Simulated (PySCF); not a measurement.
Cartesian coordinates in Å; atom numbers follow the order of the lines, from 1:
```xyz
7

O     0.1891    1.5059    1.1096
C     0.3244    0.3979    0.7301
Cl    1.2293   -0.8354    1.5786
C    -0.2958   -0.1459   -0.5780
F    -1.1733   -1.0998   -0.2955
F     0.6481   -0.6496   -1.3608
F    -0.9093    0.8331   -1.2132
```

Geometry: PBE0-D3(BJ)/def2-SVP; GIAO shifts from PySCF 2.14.0 with density-fitted response routines, gas phase, non-relativistic, averaged over equivalent atoms.

At WP04/pcSseg-2 (259 basis functions, 24 s wall time on 1 thread of an Arm Neoverse V1, shared host):
```json
{"atoms": "O1", "δ (ppm)": "579.7"}
{"atoms": "C2", "δ (ppm)": "179.9"}
{"atoms": "C4", "δ (ppm)": "126.9"}
{"atoms": "Cl3", "δ (ppm)": "457.6"}
{"atoms": "F5/F6/F7", "δ (ppm)": "-81.6"}
```

References, each an isolated molecule treated in the same way: H2O for ¹⁷O (σref 314.06); ¹³C (σref 172.10) against TMS; ³⁵Cl (σref 900.48) against HCl; ¹⁹F (σref 177.34) against CFCl3.

Predict the values at CAM-B3LYP/pcSseg-2 on the same geometry.

## Answers


```tsv
atoms	δ at CAM-B3LYP/pcSseg-2	change
O1	611.8	+32.1
C2	180.0	+0.1
C4	125.1	-1.8
Cl3	440.8	-16.8
F5/F6/F7	-76.8	+4.8
```

Chemical shifts δ = σref − σ; H2O for ¹⁷O (σ = 329.76 ppm); TMS for ¹³C (σ = 182.55 ppm); ³⁵Cl (σ = 934.42 ppm) against HCl; ¹⁹F (σ = 186.01 ppm) vs CFCl3, all at this level.

The largest change is at O1 (carbonyl oxygen). Cost: 259 basis functions, 33 s wall time on 1 thread of an Arm Neoverse V1, shared host.

Carbons that carry Cl, above all several Cl atoms, come out too deshielded, partly because spin–orbit coupling is missing. Unscaled 19F shifts against computed CFCl3 carry errors that often reach 10 to 50 ppm. Unscaled 17O shifts of doubly bonded oxygen tend to come out too high, by tens of ppm or more. Experimental scales use liquid or dissolved standards, which lie at an offset from isolated H2O (liquid H2O: subtract about 36 ppm).
